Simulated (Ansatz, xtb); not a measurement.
System: CoF2, net charge -1, triplet state. The spin state was set by rule; other spins were not relaxed. 
Coordinates optimised at B3LYP-D3(BJ)/def2-TZVP (Ansatz, a quantum-chemistry and plane-wave program):
```
Co
F 1 1.8032
F 1 1.8032 2 180.00
```
Charge -1, spin multiplicity 3.

Harmonic wavenumbers from GFN2-xTB (xtb, at its own minimum), cm⁻¹: 140, 140, 445, 527.

### Question
Give the harmonic wavenumbers at B3LYP-D3(BJ)/def2-TZVP (Ansatz, finite differences of forces, unscaled).

### Answer
174, 174, 492, 628 cm⁻¹. Zero-point energy 2.1 kcal/mol.

### Question
From these and the geometry, give the ideal-gas thermochemistry at 298.15 K and 1 atm (rigid rotor, harmonic oscillator).

### Answer
Point group D∞h, rotational symmetry number 2. Rotational constants 4.09, 4.09 GHz. S(trans) 39.63, S(rot) 15.17, S(vib) 5.87, S(elec, spin only) 2.18, S 62.8 cal/(mol K). H(298) - H(0) 3.07 kcal/mol; G - E(el) -13.6 kcal/mol.
